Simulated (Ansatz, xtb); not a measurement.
## F2Ga2H6N2: 3 structures ranked

3 gas-phase structures of F2Ga2H6N2, from a drawn sample of its isomers (lower ones may exist). Each was relaxed with GFN2-xTB:

A. `[F][Ga-]1([F])[NH2+][GaH2-][NH2+]1`, a singlet
B. `[F][Ga@H-]1[NH2+][Ga@H-]([F])[NH2+]1`, a singlet
C. `[F][Ga@H-]1[NH2+][Ga@@H-]([F])[NH2+]1`, a singlet

Which do you expect lowest at r2SCAN-D4/def2-SVP, and how would the others follow?

Calculated order at r2SCAN-D4/def2-SVP: B (0.0), C (1.0), A (1.4) kcal/mol. Less than 1 kcal/mol parts B and C; C and A, so the order within those pairs means little.

Energies above the lowest of each column, in kcal/mol; the last columns are at PBE0-D4/def2-SVP geometries:

```
structure  GFN2-xTB  HF/STO-3G  r2SCAN-D4/def2-SVP  PBE0-D4/def2-SVP  CCSD(T)/def2-SVP + ΔMP2/def2-TZVPP
        B       1.0        0.0                 0.0               0.0                                 0.0
        C       0.0        1.6                 1.0               0.9                                 1.1
        A      14.7        3.1                 1.4               3.0                                 2.7
```

CCSD(T)/def2-SVP + ΔMP2/def2-TZVPP puts B lowest; GFN2-xTB picks C. ΔMP2 is the change of the MP2 energy from the smaller to the larger basis.

Programs: Ansatz 0.2.0, xtb 6.7.1.
